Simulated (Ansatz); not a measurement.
`[SiH3]O[SiH]([SiH3])Cl`. Charge 0, multiplicity 1. The structure was optimised at the PBE0-D4/def2-TZVP level. It is one conformer, not always the lowest.

```xyz
12

Si    1.213    1.885    0.462
O     0.299    1.027   -0.600
Si   -0.952   -0.004   -0.745
Si   -0.366   -2.161   -0.050
Cl   -2.504    0.628    0.461
H     2.365    2.438   -0.288
H     1.699    0.991    1.545
H     0.411    2.985    1.050
H    -1.440    0.072   -2.142
H    -1.539   -3.063   -0.190
H     0.755   -2.682   -0.878
H     0.058   -2.116    1.374
```

Task: What is the dipole moment at B3LYP/def2-TZVPP? (Best estimate.)

Result: Computed: 1.09 D, with components (0.99, -0.39, -0.24) D in this frame, pointing from negative to positive charge.

Task: And with PBE, r2SCAN, ωB97M-V? (An estimate is asked.)

Result: Ansatz gave: PBE 1.01 D, r2SCAN 1.07 D, ωB97M-V 1.09 D.

Task: Give the Mulliken charges with B3LYP, PBE, ωB97M-V in def2-TZVPP. (Best estimate.)

Result: Computed: 
| atom | B3LYP | PBE | ωB97M-V |
| --- | --- | --- | --- |
| Si1 | 0.40 | 0.33 | 0.29 |
| O2 | -0.39 | -0.31 | -0.39 |
| Si3 | 0.52 | 0.45 | 0.42 |
| Si4 | 0.13 | 0.08 | 0.03 |
| Cl5 | -0.26 | -0.22 | -0.22 |
| H6 | -0.06 | -0.05 | -0.02 |
| H7 | -0.06 | -0.06 | -0.03 |
| H8 | -0.06 | -0.05 | -0.02 |
| H9 | -0.07 | -0.06 | -0.02 |
| H10 | -0.05 | -0.03 | -0.01 |
| H11 | -0.05 | -0.04 | -0.02 |
| H12 | -0.05 | -0.03 | -0.01 |

B3LYP here is the variant with VWN-RPA as its local correlation; programs differ in this.
